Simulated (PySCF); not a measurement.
Computed IR spectrum (relative IR intensity) of a molecule CH8O2Si2. The structure is a stationary point at r2SCAN-D4/def2-SVP. One conformer was computed; it need not be the lowest. Calculation: r2SCAN-D4/def2-SVP (PySCF). Frequencies are harmonic and unscaled.

Lines under 2 % of the strongest are left out, and lines within 2 cm⁻¹ are merged.

```json
[
 {"ν (cm⁻¹)": "90", "relative intensity": "12"},
 {"ν (cm⁻¹)": "107", "relative intensity": "25"},
 {"ν (cm⁻¹)": "123", "relative intensity": "2.9"},
 {"ν (cm⁻¹)": "133", "relative intensity": "6.4"},
 {"ν (cm⁻¹)": "155", "relative intensity": "23"},
 {"ν (cm⁻¹)": "166", "relative intensity": "3.4"},
 {"ν (cm⁻¹)": "224", "relative intensity": "4.2"},
 {"ν (cm⁻¹)": "250", "relative intensity": "9.1"},
 {"ν (cm⁻¹)": "323", "relative intensity": "26"},
 {"ν (cm⁻¹)": "430", "relative intensity": "9.8"},
 {"ν (cm⁻¹)": "500", "relative intensity": "17"},
 {"ν (cm⁻¹)": "673", "relative intensity": "37"},
 {"ν (cm⁻¹)": "726", "relative intensity": "26"},
 {"ν (cm⁻¹)": "750", "relative intensity": "54"},
 {"ν (cm⁻¹)": "783", "relative intensity": "61"},
 {"ν (cm⁻¹)": "802", "relative intensity": "71"},
 {"ν (cm⁻¹)": "851", "relative intensity": "100"},
 {"ν (cm⁻¹)": "900", "relative intensity": "16"},
 {"ν (cm⁻¹)": "925", "relative intensity": "2.7"},
 {"ν (cm⁻¹)": "936", "relative intensity": "26"},
 {"ν (cm⁻¹)": "948", "relative intensity": "53"},
 {"ν (cm⁻¹)": "1253", "relative intensity": "17"},
 {"ν (cm⁻¹)": "1422", "relative intensity": "2.7"},
 {"ν (cm⁻¹)": "2194", "relative intensity": "35"},
 {"ν (cm⁻¹)": "2206", "relative intensity": "38"},
 {"ν (cm⁻¹)": "2220", "relative intensity": "40"},
 {"ν (cm⁻¹)": "3125", "relative intensity": "2.7"},
 {"ν (cm⁻¹)": "3860", "relative intensity": "37"},
 {"ν (cm⁻¹)": "3887", "relative intensity": "38"}
]
```

Task: Which molecule gave these data?
(A) OC[Si@H](O)[SiH3]
(B) O[SiH2]OC[SiH3]
(C) C[Si](O)(O)[SiH3]
(D) [SiH3]OCO[SiH3]

Result: C, C[Si](O)(O)[SiH3]
